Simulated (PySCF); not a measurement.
A GIAO shielding run with PySCF (density fitting, non-relativistic, gas phase) on `CC[Si@@H]1O[SiH2]C[C@@H]1C#N`, C$_{5}$H$_{11}$NOSi$_{2}$:

```
$ OMP_NUM_THREADS=1 python probes_run.py task.json out

{"job": {"kind": "nmr", "xc": "PBE0", "basis": "pcSseg-1"}, "charge": 0, "multiplicity": 1}
C      2.612179    -0.972374    -0.578313
C      1.815639     0.010173     0.278980
Si     0.336153     0.777637    -0.561794
O     -0.309789     2.027854     0.354087
Si    -1.809116     1.760486     1.059290
C     -2.007456    -0.093033     0.704318
C     -1.220426    -0.372249    -0.600735
C     -0.886037    -1.767048    -0.798885
N     -0.565928    -2.872866    -0.939650
H      2.961186    -0.503691    -1.512162
H      2.011410    -1.852259    -0.852781
H      3.502828    -1.334798    -0.042745
H      1.462580    -0.472990     1.207288
H      2.451140     0.852237     0.607458
H      0.664879     1.254370    -1.935632
H     -2.853776     2.590908     0.390484
H     -1.778215     2.077379     2.514395
H     -3.052406    -0.432518     0.629712
H     -1.551417    -0.651252     1.539414
H     -1.815049    -0.041432    -1.471202
```

Hardware: 1 thread of an Arm Neoverse N1, shared host. The job also computes population analyses, field gradients, ring-centre shieldings.

Question: How large is the calculation?

Answer: 84 electrons, 222 basis functions and 1192 auxiliary functions.

Question: How long does it take, and how much memory does it need?

Answer: 110 s of wall time, with 14 SCF cycles and 5 response iterations; peak memory 0.97 GiB. Times on a shared host scatter by some tens of per cent.

Question: And these other runs on the same molecule and hardware: GIAO shielding at wB97X-D/pcSseg-1?

Answer: wB97X-D/pcSseg-1: 222 functions, 100 s.
